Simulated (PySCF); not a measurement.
Spinor energies of Kr²⁷⁺ (krypton, charge +27)

Start: [He] 2s2 2p5; 2p1/2 filled at m_j = -1/2, +1/2; 2p3/2 filled at m_j = -1/2, +1/2, +3/2. Calculated with PySCF 2.14 in an uncontracted even-tempered set (17 s from 9 bohr⁻², ratio 2.4; 12 p from 12 bohr⁻², ratio 2.4; 5 d from 47 bohr⁻², ratio 2.6; 4 f from 70 bohr⁻², ratio 2.6): generalised Hartree-Fock with the X2C-1e Hamiltonian and a Gaussian nucleus; one run each with spin-orbit coupling (SO) switched off, then screened by Boettger's factors.

```json
{"spinor shell": "1s1/2", "electrons": "2", "ε, spin-free (eV)": "-15887.2", "ε, screened SO (eV)": "-15885.5", "weight of nominal j (screened SO)": "1.000", "rms radius, screened SO (bohr)": "0.0477"}
{"spinor shell": "2s1/2", "electrons": "2", "ε, spin-free (eV)": "-3295.0", "ε, screened SO (eV)": "-3294.5", "weight of nominal j (screened SO)": "1.000", "rms radius, screened SO (bohr)": "0.192"}
{"spinor shell": "2p1/2", "electrons": "2", "ε, spin-free (eV)": "-3095.6", "ε, screened SO (eV)": "-3133.8", "weight of nominal j (screened SO)": "0.988", "rms radius, screened SO (bohr)": "0.168"}
{"spinor shell": "2p3/2", "electrons": "3", "ε, spin-free (eV)": "-3095.6", "ε, screened SO (eV)": "-3076.8", "weight of nominal j (screened SO)": "0.992", "rms radius, screened SO (bohr)": "0.171"}
```

```json
{"quantity": "E (hartree)", "spin-free": "-2217.64473", "screened SO": "-2218.46886"}
{"quantity": "M_J", "spin-free": "3/2", "screened SO": "3/2"}
{"quantity": "⟨J²⟩", "spin-free": "3.750", "screened SO": "3.750"}
{"quantity": "⟨L²⟩", "spin-free": "2.000", "screened SO": "2.001"}
{"quantity": "⟨S²⟩", "spin-free": "0.750", "screened SO": "0.751"}
```

Each row is a mean over spinors that exchange with the open shell spreads, by up to 28.006 eV (2s1/2).

Without spin-orbit coupling the j labels of p, d and f shells carry no meaning; the spin-free column gives the mean over the occupied spinors of each nl shell.
